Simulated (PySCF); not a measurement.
SMILES [SiH3]OB(O[SiH3])O[SiH3], GFN2-xTB optimised geometry.

```
16

B     -0.84    -1.51    -2.52
O      0.44    -1.69    -2.90
Si     1.46    -2.23    -4.03
H      1.33    -3.68    -4.14
H      2.76    -1.83    -3.48
H      1.19    -1.59    -5.31
O     -1.09    -0.93    -1.34
Si    -0.47    -0.27     0.00
H      1.00    -0.27     0.00
H     -1.00    -1.10     1.08
H     -0.99     1.10     0.00
O     -1.87    -1.88    -3.28
Si    -2.44    -2.53    -4.63
H     -1.39    -3.17    -5.43
H     -3.05    -1.42    -5.37
H     -3.42    -3.52    -4.17
```

Density from PySCF with B3LYP/def2-TZVP at that geometry.

Minimum of the electron density along straight lines between bonded atoms, close to the bond critical point (lines longer than 1.1 times the sum of covalent radii, or with two minima, are not listed):

| bond | length / Å | ρ at the minimum / e bohr⁻³ | ∇²ρ there / e bohr⁻⁵ | position (fraction from the first atom) |
|---|---|---|---|---|
| B1–O2 | 1.347 | 0.211 | 0.97 | 0.34 |
| O2–Si3 | 1.612 | 0.142 | 0.98 | 0.59 |
| Si3–H4 | 1.465 | 0.127 | 0.17 | 0.49 |
| Si3–H5 | 1.461 | 0.128 | 0.18 | 0.49 |
| Si3–H6 | 1.465 | 0.127 | 0.17 | 0.49 |
| B1–O7 | 1.337 | 0.218 | 1.02 | 0.34 |
| O7–Si8 | 1.615 | 0.141 | 0.96 | 0.59 |
| Si8–H9 | 1.465 | 0.127 | 0.17 | 0.49 |
| Si8–H10 | 1.463 | 0.128 | 0.17 | 0.49 |
| Si8–H11 | 1.463 | 0.128 | 0.17 | 0.49 |
| B1–O12 | 1.338 | 0.215 | 1.03 | 0.34 |
| O12–Si13 | 1.611 | 0.142 | 0.97 | 0.58 |
| Si13–H14 | 1.467 | 0.126 | 0.17 | 0.49 |
| Si13–H15 | 1.463 | 0.128 | 0.17 | 0.49 |
| Si13–H16 | 1.462 | 0.128 | 0.17 | 0.49 |
